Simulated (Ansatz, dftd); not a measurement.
Reaction: H3BSO (SMILES OBS) → H2BSO (SMILES S[B]O, doublet) + H (doublet) (the B-H bond breaks)
Each species at its own B3LYP-D3(BJ)/def2-TZVP minimum (Ansatz, a quantum-chemistry and plane-wave program), one conformer.

Wanted: bond dissociation energy (electronic), in kcal/mol. UHF or UKS for unpaired electrons; spin-orbit terms are left out. Cores are frozen in correlated methods. Rows without X2C or -DK are non-relativistic. CBS(X,Y): correlation extrapolated as X^-3, Hartree-Fock from the larger set. A bracket is a step between two methods taken in the basis named. Functionals run without relativity, which enters their misses. Double hybrids freeze cores in their MP2 part. '+ core + X2C': CCSD(T) terms for core correlation (cc-pwCVTZ, 1s frozen past Ne) and scalar relativity (cc-pVTZ-DK). For partners of very few electrons the exact lower level stands in for a higher one.

```
level                                                                                        program  bond dissociation energy (kcal/mol)  difference against the last row
------------------------------------------------------------------------------------  --------------  -----------------------------------  -------------------------------
PBE-D3(BJ)/def2-TZVPD                                                                 Ansatz + dftd3                                103.1                             -5.6
PBE/def2-TZVPD                                                                                Ansatz                                102.7                             -6.0
B3LYP-D3(BJ)/def2-TZVPD                                                               Ansatz + dftd3                                107.1                             -1.6
B2GP-PLYP/def2-TZVPD                                                                          Ansatz                                106.2                             -2.5
CCSD(T)/cc-pV(D+d)Z                                                                           Ansatz                                105.0                             -3.7
CCSD(T)/cc-pV(T+d)Z                                                                           Ansatz                                107.7                             -1.0
CCSD(T)/CBS(cc-pV(T+d)Z,cc-pV(Q+d)Z) + core + X2C                                             Ansatz                                108.8                              0.1
CCSDT(Q)/cc-pV(D+d)Z                                                                          Ansatz                                104.9                             -3.8
CCSD(T)/CBS(cc-pV(T+d)Z,cc-pV(Q+d)Z) + [CCSDT(Q) - CCSD(T)]/cc-pV(D+d)Z + core + X2C          Ansatz                                108.7                              0.0
```
